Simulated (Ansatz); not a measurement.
Relative stability

The two ends of one reaction step of Si2H7Cl3O2, closed shell (PBE0-D4/def2-TZVP).

A:

| atom | x (Å) | y (Å) | z (Å) |
| --- | --- | --- | --- |
| Si1 | -1.5850 | -1.3400 | -1.0280 |
| Si2 | 0.8146 | 0.7124 | 2.0961 |
| Cl3 | -2.5694 | -2.6451 | -2.2208 |
| Cl4 | -2.0509 | -1.7720 | 0.9021 |
| Cl5 | -2.2581 | 0.5568 | -1.4137 |
| H6 | 2.0308 | 1.1469 | -1.6851 |
| O7 | -0.0154 | -1.4449 | -1.3204 |
| H8 | -0.3430 | 1.2385 | 1.3299 |
| O9 | 1.2599 | 0.9408 | -1.1507 |
| H10 | 0.4149 | 0.5484 | 3.5177 |
| H11 | 1.2382 | -0.5980 | 1.5482 |
| H12 | 1.9388 | 1.6804 | 2.0189 |
| H13 | 0.5268 | -0.6322 | -1.2394 |
| H14 | 0.5976 | 1.6078 | -1.3551 |

B:

```csv
atom,x (Å),y (Å),z (Å)
Si1,-1.6139,-0.7309,0.3225
Si2,0.1483,-0.4854,1.8373
Cl3,-1.4755,-2.3536,-0.9250
Cl4,-3.3833,-0.9620,1.3377
Cl5,-1.8991,0.9410,-0.8642
H6,1.3586,0.2342,-1.1772
O7,1.2559,-0.6077,-0.6961
H8,1.6552,2.6173,-1.4939
O9,1.1731,1.8863,-1.8875
H10,-0.5085,-0.3706,3.1712
H11,1.0099,-1.6875,1.8373
H12,0.8838,0.7737,1.5792
H13,1.1512,-1.2923,-1.3604
H14,0.2440,2.0373,-1.6811
```

Computed with Ansatz 0.2.0 (basis: def2-TZVPP); correlated methods freeze the cores. B3LYP uses VWN-RPA correlation.

Task: Which structure is lower at CCSD(T), and by how much? (An estimate is asked for; the value comes from the calculation.)

Result: By the calculation: A, by 1.073 eV (electronic energy, against the other). By their contacts, A is a complex of SiHCl₃O ([OH][Si]([Cl])([Cl])[Cl]) + SiH₄ + H₂O and B is a complex of Si₂H₃Cl₃ ([SiH3][Si]([Cl])([Cl])[Cl]) + H₂O + H₂O.

All methods give the same order:

```tsv
method	E(B) − E(A) (eV)
SPW92	0.793
PBE-D4	0.797
BLYP-D4	0.950
r2SCAN-D4	1.024
B97M-V	1.064
PBE0-D4	0.889
B3LYP-D4	1.017
r2SCAN0-D4	1.050
BHLYP-D4	1.109
CAM-B3LYP-D4	1.106
wB97X-V	1.036
wB97M-V	1.051
B2PLYP	1.093
PBE-QIDH	1.018
RPA on PBE	1.096
HF	1.362
MP2	1.104
CCSD	1.114
CCSD(T)	1.073
```

T1 diagnostic: at most 0.011.

Labels in which every atom is bracketed show which atoms are joined, not bond orders.

For scale, one of the runs: CCSD(T)/def2-TZVPP, 370 basis functions, launched by `ansatz run in.yaml --threads 4 --pin off --events-out ev --progress --plain --max-ram 66560MiB --backend cuda --devices 0, --max-vram 37GiB`. Time: 22 s of wall clock on 4 CPU threads of an AMD EPYC 7R13 and a share of one NVIDIA H100; the host was shared. Peak host memory: 1.4 GiB.
